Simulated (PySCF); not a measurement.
A structure optimised at PBE0-D3(BJ)/def2-SVP, used in a PySCF frequency run:

```xyz
9

O      2.8346    -1.3943    -1.4461
C      1.8584    -0.8717    -1.0847
N      0.8442    -0.3413    -0.7307
Si    -0.4853     0.4373    -0.0221
O     -1.8361     0.3458    -0.9464
O     -0.0744     2.0059     0.1684
Cl    -0.8557    -0.4880     1.7788
H     -2.3352    -0.4760    -0.9387
H     -0.7771     2.6112     0.4241
```
Charge 0, spin multiplicity 1.

Write its SMILES and formula.

O=C=N[Si](O)(O)Cl, CH2ClNO3Si

What are its rotational constants (standard atomic weights)?

2.5564, 1.1229, 0.96869 GHz
